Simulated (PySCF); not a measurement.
Si(H)2(OH)(SMe) (CH₆OSSi), SMILES S([SiH2]O)C.

The structure is a stationary point at ωB97X-D3(BJ)/def2-SVP. This is a generated structure with no PubChem entry under its InChIKey; it may be hypothetical. Other conformers were not sampled.

These are TDA-PBE/def2-SVPD run with PySCF 2.14.0 values and carry that method's errors.

Vertical excitations. Isolated molecule, no solvent.

Computed UV-visible absorptions:
```json
[
 {"state": "S1", "energy (eV)": "4.86", "λ (nm)": "255", "f": "0.010", "main pairs": "HOMO→LUMO 99 %"},
 {"state": "S2", "energy (eV)": "5.58", "λ (nm)": "222", "f": "0.032", "main pairs": "HOMO→LUMO+1 97 %"},
 {"state": "S3", "energy (eV)": "6.10", "λ (nm)": "203", "f": "0.020", "main pairs": "HOMO→LUMO+2 80 %, HOMO→LUMO+3 17 %"},
 {"state": "S4", "energy (eV)": "6.18", "λ (nm)": "201", "f": "0.002", "main pairs": "HOMO→LUMO+3 56 %, HOMO−1→LUMO 32 %, HOMO→LUMO+2 10 %"},
 {"state": "S5", "energy (eV)": "6.27", "λ (nm)": "198", "f": "0.009", "main pairs": "HOMO−1→LUMO 63 %, HOMO→LUMO+3 24 %"},
 {"state": "S6", "energy (eV)": "6.49", "λ (nm)": "191", "f": "0.013", "main pairs": "HOMO→LUMO+4 96 %"},
 {"state": "S7", "energy (eV)": "6.78", "λ (nm)": "183", "f": "0.003", "main pairs": "HOMO−2→LUMO 86 %"},
 {"state": "S8", "energy (eV)": "6.87", "λ (nm)": "181", "f": "0.014", "main pairs": "HOMO→LUMO+5 77 %, HOMO−1→LUMO+1 17 %"},
 {"state": "S9", "energy (eV)": "6.96", "λ (nm)": "178", "f": "0.031", "main pairs": "HOMO−1→LUMO+1 70 %"},
 {"state": "S10", "energy (eV)": "7.07", "λ (nm)": "175", "f": "0.023", "main pairs": "HOMO→LUMO+6 88 %"},
 {"state": "T1", "energy (eV)": "4.58", "λ (nm)": "271", "f": "0", "main pairs": "HOMO→LUMO 99 %"},
 {"state": "T2", "energy (eV)": "5.32", "λ (nm)": "233", "f": "0", "main pairs": "HOMO→LUMO+1 97 %"},
 {"state": "T3", "energy (eV)": "5.57", "λ (nm)": "223", "f": "0", "main pairs": "HOMO→LUMO+2 97 %"},
 {"state": "T4", "energy (eV)": "5.85", "λ (nm)": "212", "f": "0", "main pairs": "HOMO−1→LUMO 97 %"}
]
```
Triplets are in the Tamm–Dancoff approximation.
